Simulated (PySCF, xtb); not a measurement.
Si(Cl)(OH)2(OMe) (CH₅ClO₃Si), SMILES CO[Si](O)(O)Cl.

GFN2-xTB (xtb) at its own geometry gives an orbital gap of 8.62 eV and a dipole moment of 1.50 D.

Geometry optimised at B3LYP-D3(BJ)/def2-SVP. One conformer was computed; it need not be the lowest.

Q: What does PBE/def2-TZVP in PySCF give? (Estimate from the structure and the level; the computed values follow.)

A: gap 6.53 eV (levels -7.04 and -0.51 eV), dipole 0.34 D.
